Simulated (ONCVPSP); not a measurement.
**Building the ONCV potential for silicon (revPBE, scalar-relativistic).**

ONCVPSP 4.0.1 was run on this input:

```
# ATOM AND REFERENCE CONFIGURATION
# atsym  z   nc   nv     iexc    psfile
  Si 14.00    1    4  -102130      upf
#
#   n    l    f
    1    0    2.00
    2    0    2.00
    2    1    6.00
    3    0    2.00
    3    1    1.00
#
# PSEUDOPOTENTIAL AND OPTIMIZATION
# lmax
    1
#
#   l,   rc,      ep,       ncon, nbas, qcut
    0    1.10    0.00    4    7   12.00
    1    1.10    0.00    3    7   12.60
#
# LOCAL POTENTIAL
# lloc, lpopt,  rc(5),   dvloc0
    4    2    0.90    2.00
#
# VANDERBILT-KLEINMAN-BYLANDER PROJECTORs
# l, nproj, debl
    0    2    3.90
    1    2    2.30
#
# MODEL CORE CHARGE
# icmod, fcfact, rcfact
    0    0.00    0.00
#
# LOG DERIVATIVE ANALYSIS
# epsh1, epsh2, depsh
   -7.00    5.00    0.04
#
# OUTPUT GRID
# rlmax, drl
    6.00    0.01
#
# TEST CONFIGURATIONS
# ncnf
    4
# nvcnf
#   n    l    f
    4
    2    0    2.00
    2    1    6.00
    3    0    2.00
    3    1    2.00
#
    4
    2    0    2.00
    2    1    6.00
    3    0    2.00
    3    1    0.00
#
    4
    2    0    2.00
    2    1    6.00
    3    0    1.00
    3    1    0.00
#
    4
    2    0    2.00
    2    1    6.00
    3    0    1.00
    3    1    3.00
#
```

Command:

```bash
oncvpsp.x < Si.dat > Si.out
```

Output (shortened: citation, most of the input echo, consistency checks and plot data are left out):

```
ONCVPSP  (Optimized Norm-Conservinng Vanderbilt PSeudopotential)
scalar-relativistic version 4.0.1

#   n    l    f        energy (Ha)
    1    0    2.00    -6.6002407E+01
    2    0    2.00    -5.4798855E+00
    2    1    6.00    -3.8602479E+00
    3    0    2.00    -6.9847731E-01
    3    1    1.00    -4.2765731E-01

Reference configufation results
  iterations    25
  all-electron total energy (Ha)   -2.89644325D+02

Begin loop to  construct optimized pseudo wave functions
and semi-local pseudopoentials for all angular momenta

Calculating optimized projector #   1

 for l=   0

    Fraction of norm inside rc  0.966699
    Optimizing pswf for qcut=  12.01 a_B^-1,  ecut=  72.15 Ha
    Residual kinetic energy error=  1.54D-08 Ha

    Energy error per electron        Cutoff
         Ha          eV             Ha
         0.01000     0.27211       25.59
         0.00100     0.02721       34.65
         0.00010     0.00272       43.02
         0.00001     0.00027       50.88

Calculating optimized projector #   2

 for l=   0

    Fraction of norm inside rc  0.072548
    Optimizing pswf for qcut=  12.01 a_B^-1,  ecut=  72.15 Ha
    Residual kinetic energy error=  4.94D-08 Ha

    Energy error per electron        Cutoff
         Ha          eV             Ha
         0.01000     0.27211       18.08
         0.00100     0.02721       25.27
         0.00010     0.00272       31.12
         0.00001     0.00027       41.10

Calculating optimized projector #   1

 for l=   1

    Fraction of norm inside rc  0.959351
    Optimizing pswf for qcut=  12.58 a_B^-1,  ecut=  79.16 Ha
    Residual kinetic energy error=  7.02D-06 Ha

    Energy error per electron        Cutoff
         Ha          eV             Ha
         0.01000     0.27211       53.55
         0.00100     0.02721       63.32
         0.00010     0.00272       70.63
         0.00001     0.00027       77.62

Calculating optimized projector #   2

 for l=   1

    Fraction of norm inside rc  0.046937
    Optimizing pswf for qcut=  12.58 a_B^-1,  ecut=  79.16 Ha
    Residual kinetic energy error=  5.61D-06 Ha

    Energy error per electron        Cutoff
         Ha          eV             Ha
         0.01000     0.27211       45.05
         0.00100     0.02721       58.24
         0.00010     0.00272       68.32
         0.00001     0.00027       76.79

Construct Vanderbilt / Kleinmman-Bylander projectors

B matrix Hermiticity error, ll=   0
   1   2    5.1993E-04

  Orthonormal projector coefficients -5.5980E+00 -1.5892E-01

B matrix Hermiticity error, ll=   1
   1   2    2.7581E-04

  Orthonormal projector coefficients -1.6576E+01 -4.9903E+00

Pseudoatom total energy  -98.074196

Diagnostic tests using Vanderbilt-Kleinman-Bylander pseudopotentials
  1 or more projectors used as specified by nproj input data

   l    rcore       rmatch      e in        delta e   norm test  slope test

   0   1.1019266   1.1353834  -5.4798855  -0.0000175   1.0002703   1.0002403
   0   1.1019266   1.1353834  -0.6984773   0.0000074   1.0000301   1.0000275

   1   1.1019266   1.1353834  -3.8602479  -0.0000187   1.0001621   1.0001589
   1   1.1019266   1.1353834  -0.4276573   0.0000063   1.0000231   1.0000519

 Testing for bound ghosts
   n   l    E NL Schr. Eq   E Basis Diag.   E Cutoff

   1   0       -5.479903       -5.479900    156.58
   2   0       -0.698470       -0.574144    156.58

   2   1       -3.860267       -3.860225    184.35
   3   1       -0.427651       -0.217652    184.35

 Testing for highly-localized positive-energy ghosts
       l    <radius>/rc     E Basis Diag.   E Cutoff

Test configuration 0

   n   l     f        eae           eps        diff
   1   0  2.0000  -66.00240665
   2   0  2.0000   -5.47988550   -5.47990303   -1.75D-05
   2   1  6.0000   -3.86024793   -3.86026658   -1.87D-05
   3   0  2.0000   -0.69847731   -0.69846995    7.37D-06
   3   1  1.0000   -0.42765731   -0.42765106    6.26D-06

    Total energies and differences
      AE_ref= -2.89644325D+02  AE_tst= -2.89644325D+02  dif=  0.00D+00
      PS_ref= -9.80741955D+01  PS_tst= -9.80741955D+01  dif=  2.52D-12
      PSP excitation error= -2.52D-12

Test configuration 1

   n   l     f        eae           eps        diff
   1   0  2.0000  -65.64658546
   2   0  2.0000   -5.13070678   -5.13102233   -3.16D-04
   2   1  6.0000   -3.51051729   -3.51178216   -1.26D-03
   3   0  2.0000   -0.39623906   -0.39621819    2.09D-05
   3   1  2.0000   -0.14922365   -0.14923666   -1.30D-05

    Total energies and differences
      AE_ref= -2.89644325D+02  AE_tst= -2.89928089D+02  dif= -2.84D-01
      PS_ref= -9.80741955D+01  PS_tst= -9.83579827D+01  dif= -2.84D-01
      PSP excitation error=  2.30D-05

Test configuration 2

   n   l     f        eae           eps        diff
   1   0  2.0000  -66.45099010
   2   0  2.0000   -5.91330738   -5.91295592    3.51D-04
   2   1  6.0000   -4.29479165   -4.29234164    2.45D-03
   3   0  2.0000   -1.04681656   -1.04678930    2.73D-05

    Total energies and differences
      AE_ref= -2.89644325D+02  AE_tst= -2.89057557D+02  dif=  5.87D-01
      PS_ref= -9.80741955D+01  PS_tst= -9.74874609D+01  dif=  5.87D-01
      PSP excitation error=  3.36D-05

Test configuration 3

   n   l     f        eae           eps        diff
   1   0  2.0000  -67.03025832
   2   0  2.0000   -6.46733994   -6.46965559   -2.32D-03
   2   1  6.0000   -4.84990946   -4.84684137    3.07D-03
   3   0  1.0000   -1.44543955   -1.44570586   -2.66D-04

    Total energies and differences
      AE_ref= -2.89644325D+02  AE_tst= -2.87812570D+02  dif=  1.83D+00
      PS_ref= -9.80741955D+01  PS_tst= -9.62423379D+01  dif=  1.83D+00
      PSP excitation error= -1.03D-04

Test configuration 4

   n   l     f        eae           eps        diff
   1   0  2.0000  -65.71011922
   2   0  2.0000   -5.19227504   -5.19442460   -2.15D-03
   2   1  6.0000   -3.57170529   -3.57464267   -2.94D-03
   3   0  1.0000   -0.42344439   -0.42346123   -1.68D-05
   3   1  3.0000   -0.17092116   -0.17094502   -2.39D-05

    Total energies and differences
      AE_ref= -2.89644325D+02  AE_tst= -2.89678246D+02  dif= -3.39D-02
      PS_ref= -9.80741955D+01  PS_tst= -9.81081538D+01  dif= -3.40D-02
      PSP excitation error=  3.74D-05
```

The run took about 2.4 s on one core of a shared server CPU.
